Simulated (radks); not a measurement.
Ionisation of the manganese ion Mn2+, [Ar] 3d5, to [Ar] 3d4 as the strength of local exchange is varied. All-electron calculation, non-relativistic Kohn-Sham, Slater X-alpha exchange (alpha = 2/3 is LDA exchange), no correlation, spin-polarised, spherical densities, point nucleus; open shells are filled with parallel spins first. Program: a radial shooting solver on a logarithmic mesh with Libxc functionals.

| alpha | E(Mn2+) (hartree) | exchange (hartree) | IE (eV) | -e of the level emptied (eV) | <r> of it (bohr) |
|---|---|---|---|---|---|
| 0.626 | -1142.90705 | -44.23317 | 32.264 | 24.186 (3d) | 1.150 |
| 0.667 | -1145.80780 | -47.25013 | 33.267 | 25.077 (3d) | 1.135 |
| 0.727 | -1150.06606 | -51.69135 | 34.772 | 26.422 (3d) | 1.114 |
| 0.748 | -1151.56018 | -53.25311 | 35.309 | 26.904 (3d) | 1.107 |
| 0.797 | -1155.05392 | -56.91192 | 36.581 | 28.051 (3d) | 1.091 |

NIST Atomic Spectra Database: 33.67 eV (measured). The Delta-SCF value meets it near alpha = 0.68. Open shells are spherical and high-spin; term and fine-structure splittings are not resolved.
